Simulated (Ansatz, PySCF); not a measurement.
System: sum formula SiNH$_{4}$, net charge 0, doublet state. It need not be the lowest isomer of its formula. 
Geometry from a B3LYP-D3(BJ)/def2-TZVP (Ansatz, an electronic-structure program) optimisation:
SMILES: [SiH3][NH]
```xyz
6

N      1.1558    -0.3137    -0.3124
Si    -0.4627     0.1681     0.1635
H      1.1601    -1.0363    -1.0369
H     -1.0917    -0.9642     0.8949
H     -1.3071     0.5003    -1.0142
H     -0.3738     1.3424     1.0542
```
Charge 0, spin multiplicity 2.

Total electronic energies in hartree. Correlated levels leave the core frozen unless marked. UHF or UKS for open shells. Spin-orbit coupling is left out. Non-relativistic. CBS marks a two-point X^-3 extrapolation of the correlation energy; Hartree-Fock from the larger set. The bracket is a focal-point correction in the basis named.

| level | program | energy (Eh) |
|---|---|---|
| HF/def2-TZVPD | PySCF | -345.71082 |
| TPSS-D4/def2-TZVPD | PySCF + dftd4 | -346.66170 |
| r2SCAN0-D4/def2-TZVPD | Ansatz + dftd4 | -346.55067 |
| wB97X-V/def2-TZVPD | Ansatz | -346.55140 |
| B2GP-PLYP/def2-TZVPD | Ansatz | ? |
| PBE-QIDH/def2-TZVPD | Ansatz | ? |
| CCSD/def2-TZVPPD | Ansatz | -346.05268 |
| CCSD(T)/6-31G | Ansatz | -345.73581 |
| RI-MP2/CBS(aug-cc-pV(T+d)Z,aug-cc-pV(Q+d)Z)+[CCSD(T)-MP2]/aug-cc-pV(T+d)Z | Ansatz | -346.1127 |

**Question.** Some entries are withheld; supply them.

**Answer.** 
- B2GP-PLYP/def2-TZVPD, energy (Eh): -346.39352
- PBE-QIDH/def2-TZVPD, energy (Eh): -346.32844
